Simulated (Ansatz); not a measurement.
A nudged elastic band was laid between two geometries of C$_{2}$H$_{6}$BNSi (11 atoms, charge 0, multiplicity 1).

Computed with Ansatz, RKS PBE0-D4/STO-3G.

```yaml
movable_images: 9
climbing_image: yes
spring: 5.0 eV/Å²
optimiser: quadratic models (default)
start_path: through a guess of the saddle point
force_threshold: 0.05 eV/Å
iteration_limit: 47
end_points: relaxed
```

Initial state:

```xyz
11
Properties=species:S:1:pos:R:3
B 0.121 0.873 1.945
N -0.590 0.037 1.086
C -0.242 -0.279 -0.258
C -0.704 -1.022 -1.268
Si 0.811 -0.152 -1.707
H -0.285 1.039 3.029
H 1.101 1.380 1.555
H -1.467 -0.432 1.405
H -1.540 -1.691 -1.472
H 0.781 1.029 -2.538
H 2.081 -0.838 -1.756
```

Final state:

```xyz
11
Properties=species:S:1:pos:R:3
B -0.684 0.367 2.057
N 0.234 0.573 1.027
C 0.191 0.004 -0.282
C -0.586 -0.826 -0.984
Si 0.817 -0.246 -1.948
H -0.503 0.913 3.077
H -1.599 -0.336 1.874
H 1.055 1.198 1.175
H -1.499 -1.404 -0.843
H 0.670 0.784 -2.951
H 1.970 -1.083 -2.182
```

Question: What changes between the two ends?

Answer: No bond is made or broken. The dihedral B1–N2–C3–C4 goes from 179 to 0°.

Question: Give the energies along the band, and the barrier.

Answer: The run converged. The highest image is number 5 of 0 to 10, 0.30 eV above the first end and 0.24 eV above the last; the last end lies 0.06 eV above the first. A vibrational analysis at the climbing image gives one clearly imaginary mode, 154i cm⁻¹: a first-order saddle point. Limits of this set-up: minimal basis.

```
image  path coordinate (Å)  energy (eV)  dihedral B1–N2–C3–C4 (°)
    0                 0.00         0.00                       179
    1                 0.60         0.03                      -162
    2                 1.20         0.10                      -145
    3                 1.80         0.19                      -127
    4                 2.39         0.27                      -109
    5                 2.99         0.30                       -91
    6                 3.63         0.27                       -71
    7                 4.27         0.20                       -52
    8                 4.90         0.12                       -34
    9                 5.54         0.07                       -17
   10                 6.18         0.06                         0
```

Question: What is the geometry of the highest image?

Answer: 
```xyz
11
Properties=species:S:1:pos:R:3
B -0.323 1.033 1.885
N -0.144 -0.170 1.221
C -0.017 -0.352 -0.210
C -0.798 -0.586 -1.263
Si 0.938 -0.416 -1.739
H -0.401 1.016 3.051
H -0.392 2.022 1.266
H -0.062 -1.065 1.750
H -1.859 -0.743 -1.471
H 1.407 0.787 -2.385
H 1.715 -1.583 -2.085
```

Question: What are the harmonic wavenumbers there?

Answer: 154i, 193, 268, 456, 513, 675, 688, 691, 719, 859, 882, 917, 1055, 1089, 1098, 1163, 1240, 1320, 1453, 1619, 1880, 2659, 2713, 3013, 3165, 3510, 3758 cm⁻¹.

The band took 11 iterations and roughly 3 core-minutes.

The run took 3.3 min on 1 thread of Intel(R) Xeon(R) Platinum 8488C (Sapphire Rapids) (shared host), peak memory 0.2 GiB.
